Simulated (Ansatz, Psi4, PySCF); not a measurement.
GaO, doublet, at a GFN2-xTB geometry (such geometries of metal compounds can be far from the true shape). Base run: R2SCAN/cc-pVTZ run with PySCF.

Here is a job for PySCF.
```python
from pyscf import gto, scf, dft

mol = gto.M(
    atom='''
Ga   -0.00000000   -0.00000000   -0.33770072
O     0.00000000    0.00000000    1.30859028
''',
    basis='cc-pvtz',
    spin=1,
    verbose=3,
)

mf = dft.UKS(mol)
mf.xc = 'r2scan'
mf.kernel()
```

The same geometry, method and basis name were run in Ansatz (a quantum-chemistry and plane-wave program) and Psi4 and PySCF, at each program's defaults and at the settings that a row names. The base is PySCF at its defaults. Differences at the defaults can come from grids, fitting, cores and function types together.

| code and settings | ΔE vs base (mEh) | basis functions | E (Eh) | SCF cycles | dipole (D) |
|---|---|---|---|---|---|
| PySCF, defaults (exact integrals, its default grid, spherical functions) | 0.000 | 73 | -2000.04419 | 14 | 3.40 |
| Psi4, defaults (density fitting with its default set, its default grid, spherical functions) | -0.289 | 73 | -2000.04448 | 12 | 3.41 |
| Ansatz, defaults (factorised integrals, its default grid, spherical functions) | -0.047 | 73 | -2000.04423 | - | - |
| PySCF, density fitting with def2-universal-jkfit | -0.029 | 73 | -2000.04422 | 14 | 3.40 |
| PySCF, fine grid | -0.017 | 73 | -2000.04420 | 14 | 3.40 |
| Psi4, exact integrals, spherical functions, fine grid | 0.005 | 73 | -2000.04418 | 15 | 3.40 |
| Ansatz, high accuracy | -0.047 | 73 | -2000.04423 | - | - |

Open shells are given as the SCF converged; they aren't shown to be the lowest states, and a large step between rows can be another state.
